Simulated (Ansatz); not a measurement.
# Isomers

Structures of AlB₂H₅O, singlet, relaxed at PBE0-D4/def2-TZVP (vibrations not checked; lower isomers may exist, and structures with a doubtful reference or unclear bonds are left out). Ansatz 0.2.0; basis: def2-TZVPP; cores frozen in the correlated methods. B3LYP uses VWN-RPA correlation.

(1) Rank them by CCSD(T) energy, lowest first, and give each one's height above the lowest. Links in brackets join atoms within 1.22 times the sum of their covalent radii (1.1 for two metals). (An estimate is asked for; the value comes from the calculation.)
A.
AlB₂H₅O ([OH][BH][BH][AlH2])
```
9
angstrom
O -0.8695 2.0407 -0.9351
B 0.1882 1.2254 -0.6863
B 0.3209 -0.4150 -0.5437
Al 0.1179 -1.4586 1.2814
H -1.6938 1.5753 -1.0935
H 1.2365 1.8029 -0.4843
H 0.6756 -1.0520 -1.5022
H 1.3213 -1.6255 2.3094
H -1.2971 -2.0933 1.6543
```
B.
AlB₂H₅O ([BH2][Al]([BH2])[OH])
```
9
angstrom
B -0.0230 1.8128 -0.6604
Al -0.3099 -0.1659 0.0884
B 1.2510 -1.5655 0.4602
O -1.8835 -0.7367 0.4382
H -0.0064 2.0718 -1.8332
H 0.1668 2.7608 0.0522
H 1.6576 -2.3243 -0.3764
H 1.8225 -1.6379 1.5132
H -2.6751 -0.2151 0.3179
```
C.
AlB₂H₅O ([BH2][O][BH][AlH2])
```
9
angstrom
B 1.4236 1.4435 -0.6967
O 0.8258 0.2995 -0.3725
B 0.2337 -0.8567 -0.0525
Al -1.7373 -0.9363 0.8039
H 1.2579 1.8814 -1.7993
H 2.0936 1.9918 0.1312
H 0.8892 -1.8455 -0.2809
H -1.9526 -0.9344 2.3829
H -3.0341 -1.0433 -0.1162
```

(2) Do PBE-D4, r2SCAN-D4, PBE0-D4, B3LYP-D4, wB97M-V, HF, MP2 give the same order? (Judge from chemistry; the calculation decides.)

The T1 diagnostic stays at or below 0.017.

For scale, one of the runs: CCSD(T)/def2-TZVPP, 205 basis functions, launched by `ansatz run in.yaml --threads 2 --pin off --events-out ev --progress --plain --max-ram 4352MiB`. The run took 65 s on 2 CPU threads of an Arm Neoverse V1 (shared host), with 2.6 GiB of host memory at its peak.

Answers

(1) By the calculation: C (0.000 eV), A (1.119 eV), B (1.403 eV). Heights count from the lowest.

(2) By the calculation: All do.
